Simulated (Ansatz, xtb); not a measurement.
Two isomers of C3H7BO2

Structure a is `C=C(C)B(O)O`, a singlet and structure b is `C/C=C/B(O)O`, a singlet. Both are isolated molecules in the gas phase, relaxed with PBE-D3(BJ)/def2-SVP; the shapes shown needn't be the lowest conformers.

a (Å):

```yaml
atoms:
  - { symbol: C, position_ang: [1.1243, -1.3141, 2.2566] }
  - { symbol: C, position_ang: [0.7886, -1.5736, 0.9717] }
  - { symbol: C, position_ang: [-0.5114, -2.2458, 0.6053] }
  - { symbol: B, position_ang: [1.7774, -1.1655, -0.1841] }
  - { symbol: O, position_ang: [2.9687, -0.5547, 0.1440] }
  - { symbol: O, position_ang: [1.3889, -1.4469, -1.4774] }
  - { symbol: H, position_ang: [2.0783, -0.8226, 2.5066] }
  - { symbol: H, position_ang: [0.4616, -1.5820, 3.0992] }
  - { symbol: H, position_ang: [-1.1139, -1.6060, -0.0740] }
  - { symbol: H, position_ang: [-0.3298, -3.1856, 0.0418] }
  - { symbol: H, position_ang: [-1.1259, -2.4856, 1.4965] }
  - { symbol: H, position_ang: [3.5294, -0.3302, -0.6181] }
  - { symbol: H, position_ang: [2.0292, -1.1776, -2.1589] }
```

b (Å):

```xyz
13

C    -0.0595    3.2513    0.9157
C    -0.1249    1.7803    1.1848
C    -0.2980    0.8044    0.2632
B    -0.3568   -0.7128    0.6206
O    -0.5414   -1.6071   -0.4148
O    -0.2227   -1.0867    1.9434
H    -0.8537    3.7953    1.4726
H    -0.1689    3.4834   -0.1624
H     0.9039    3.6798    1.2698
H    -0.0203    1.4767    2.2443
H    -0.4034    1.1023   -0.7970
H    -0.5708   -2.5394   -0.1373
H    -0.2691   -2.0460    2.0954
```

Task: Estimate E(b) − E(a) at the level CCSD(T)/def2-SVP + ΔMP2/def2-TZVPP.

Result: Too close to call at this level: CCSD(T)/def2-SVP + ΔMP2/def2-TZVPP gives E(b) − E(a) = −0.051 eV.

How the difference moves with the method:

```json
{"level": "GFN2-xTB", "geometry": "GFN2-xTB", "E(b) − E(a) (eV)": "−0.077", "departure from the last row (eV)": "−0.025", "job, with rough time for the two": "optimisation, 0.57 s"}
{"level": "HF/STO-3G", "geometry": "GFN2-xTB", "E(b) − E(a) (eV)": "−0.088", "departure from the last row (eV)": "−0.037", "job, with rough time for the two": "single point, 0.74 s"}
{"level": "r2SCAN-D4/def2-SVP", "geometry": "GFN2-xTB", "E(b) − E(a) (eV)": "−0.081", "departure from the last row (eV)": "−0.029", "job, with rough time for the two": "single point, 5.3 s"}
{"level": "PBE-D3(BJ)/def2-SVP", "geometry": "PBE-D3(BJ)/def2-SVP", "E(b) − E(a) (eV)": "−0.083", "departure from the last row (eV)": "−0.032", "job, with rough time for the two": "optimisation, 38 s"}
{"level": "HF/def2-SVP", "geometry": "PBE-D3(BJ)/def2-SVP", "E(b) − E(a) (eV)": "−0.105", "departure from the last row (eV)": "−0.054", "job, with rough time for the two": "part of the CCSD(T) run"}
{"level": "MP2/def2-SVP", "geometry": "PBE-D3(BJ)/def2-SVP", "E(b) − E(a) (eV)": "−0.055", "departure from the last row (eV)": "−0.003", "job, with rough time for the two": "part of the CCSD(T) run"}
{"level": "CCSD(T)/def2-SVP", "geometry": "PBE-D3(BJ)/def2-SVP", "E(b) − E(a) (eV)": "−0.053", "departure from the last row (eV)": "−0.002", "job, with rough time for the two": "single point"}
{"level": "CCSD(T)/def2-SVP + ΔMP2/def2-TZVPP", "geometry": "PBE-D3(BJ)/def2-SVP", "E(b) − E(a) (eV)": "−0.051", "departure from the last row (eV)": "", "job, with rough time for the two": "single point, 79 s"}
```

As drawn, both hold the same kinds of bond in the same numbers.

The largest departure from CCSD(T)/def2-SVP + ΔMP2/def2-TZVPP is that of HF/def2-SVP, 0.054 eV. The last row adds to CCSD(T) the change of the MP2 difference between the two basis sets, here +0.002 eV.

With thermal terms from frequencies at re-optimised GFN2-xTB minima (ideal gas, soft modes damped towards free rotors, one conformer each, 298.15 K, 1 atm): the zero-point term adds +0.004 eV; ΔH is −0.047 and ΔG −0.057 eV.

The correlated steps freeze 6 core orbitals. Programs: Ansatz 0.2.0, xtb 6.7.1; the last row on 2 threads of Intel(R) Xeon(R) Processor @ 2.70GHz on a shared host.
